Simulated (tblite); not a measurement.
Question: What does the GFN2-xTB structure of InChI=1S/C6H5F2N3/c7-6(8)4-11-3-5(1-9)2-10-11/h2-3,6H,4H2 look like in three dimensions?

Answer: 
```xyz
16
C6H5F2N3 angstrom
N     -4.1201    1.0296    1.3447
C     -3.1478    0.6647    0.8595
C     -1.9673    0.2028    0.2610
C     -1.7618   -1.0336   -0.3974
N     -0.5301   -1.1213   -0.8382
N      0.0755    0.0184   -0.4994
C      1.4683    0.1990   -0.7803
C      2.3249   -0.3665    0.3597
F      2.1664    0.3822    1.4762
F      3.6325   -0.3003    0.0331
C     -0.7444    0.8464    0.1733
H     -2.4655   -1.8261   -0.5530
H      1.6966    1.2617   -0.8976
H      1.7178   -0.3418   -1.6966
H      2.0769   -1.4096    0.6076
H     -0.4294    1.8034    0.5360
```

Orientation and origin are arbitrary. Atoms count from 1 in this order. The 4 C–N bonds span 1.146 Å (N1≡C2, drawn triple) to 1.432 Å (N6–C7, drawn single), a spread of 0.286 Å. The 5-membered ring C3–C4–N5–N6–C11 has internal angles of 104.4° to 112.1° (sum 540°, against 540° for a flat polygon); it is planar, 0.00 Å rms from its mean plane, widest ring torsion 1°. Of the pairs four or more bonds apart, F9···C11 is among the closest relative to their van der Waals radii: 3.22 Å, 102 % of the sum of Bondi's values. The 4 C–C bonds span 1.385 Å (C3–C11, aromatic) to 1.534 Å (C7–C8, drawn single), a spread of 0.149 Å.

Bonds between heavy atoms (Å): N1≡C2 1.146, C2–C3 1.402, C3–C4 1.416, C4–N5 1.311, N5–N6 1.334, N6–C7 1.432, C7–C8 1.534, C8–F9 1.354, C8–F10 1.349, N6–C11 1.346, C3–C11 1.385.

Structure optimised with GFN2-xTB, isolated species.

Point group: C1 (no symmetry element, even within 0.4 Å). Its GFN2-xTB frequencies are all real (lowest 24 cm⁻¹). The numbers are those of one conformer (N5–N6–C7–C8 -87°, N6–C7–C8–F9 -68°). 3 starts were optimised and ended at 0.00, 0.03 and 1.37 kcal/mol (GFN2-xTB); the lowest of these is shown.

These are computed values.
